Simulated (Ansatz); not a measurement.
Predict a relaxed structure of BiMe2Br (C₂H₆BiBr), charge 0, singlet, at PBE0-D4/def2-SVP (Ansatz).


```
atom   x (Å)   y (Å)   z (Å)
 Bi1  -0.621  -0.424   1.186
  C2   0.376   1.517   0.577
  H3   1.232   1.278  -0.068
  H4   0.720   2.051   1.473
  H5  -0.351   2.135   0.027
  C6  -0.741  -1.141  -0.961
  H7  -1.030  -2.201  -0.977
  H8   0.246  -1.015  -1.424
  H9  -1.491  -0.540  -1.497
Br10   1.660  -1.661   1.664
```
Point group Cs (tolerance 0.1 Å). This is one stationary point.

In the def2 sets Bi takes a core potential; there is no spin–orbit coupling.
